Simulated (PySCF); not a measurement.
Compound: ClH₃Sn.
Bonds: Cl1–Sn2. Hydrogens: H3, H4, H5 on Sn2.

Computed by this run: PySCF 2.14.0, PBE0-D3(BJ)/def2-SVP geometry optimisation, gas phase, def2 core potentials past Kr; density fitting, grid level 1; the optimiser is geomeTRIC in internal coordinates, started from a GFN2-xTB structure with every atom displaced at random (about 0.01 Å).

Step 0: E = -18395.3505 eV
```
atom  x, y, z in Å  |  force x, y, z in eV/Å
Cl1     2.4495    0.4710   -0.1143    0.811   0.078  -0.065
Sn2     0.1485    0.3550   -0.0307   -0.578   0.042  -0.247
H3     -0.4970    1.8545   -0.4388   -0.041   0.400  -0.103
H4     -0.2498   -0.0661    1.5258   -0.139  -0.195   0.714
H5     -0.3460   -0.8125   -1.1333   -0.054  -0.324  -0.299
```

Step 1: E = -18395.3770 eV
```
atom  x, y, z in Å  |  force x, y, z in eV/Å
Cl1     2.4945    0.4928   -0.1378   -0.429  -0.024   0.017
Sn2     0.1113    0.3495   -0.0312    0.110  -0.042   0.110
H3     -0.4779    1.9251   -0.4558    0.115  -0.346   0.097
H4     -0.2772   -0.0947    1.6135    0.110   0.131  -0.496
H5     -0.3456   -0.8708   -1.1799    0.093   0.280   0.272
```

Q: Estimate the geometry and energy of step 2. (The exact step hangs on the optimiser's Hessian estimate; all steps are aligned on step 1, rigid shifts and turns removed.)

A: E = -18395.4046 eV, largest force 0.118 eV/Å
```
atom  x, y, z in Å  |  force x, y, z in eV/Å
Cl1     2.4661    0.4903   -0.1344   -0.001   0.002  -0.004
Sn2     0.1134    0.3490   -0.0300    0.105   0.006   0.003
H3     -0.4682    1.8908   -0.4445   -0.045   0.102  -0.028
H4     -0.2680   -0.0835    1.5692   -0.024  -0.029   0.105
H5     -0.3381   -0.8448   -1.1516   -0.036  -0.082  -0.077
```

The energy changes by -0.0277 eV. The first-order estimate −F·Δx gives -0.0669 eV and the mean of the old and new forces, exact on a quadratic surface, -0.0265 eV. The step makes an angle of 12° with the force vector and moves no atom by more than 0.047 Å.

What follows is the cost of the whole optimisation. On one thread of an Arm Neoverse V1, on a shared host, this took 7.2 s wall and 0.29 GiB of memory at its peak.
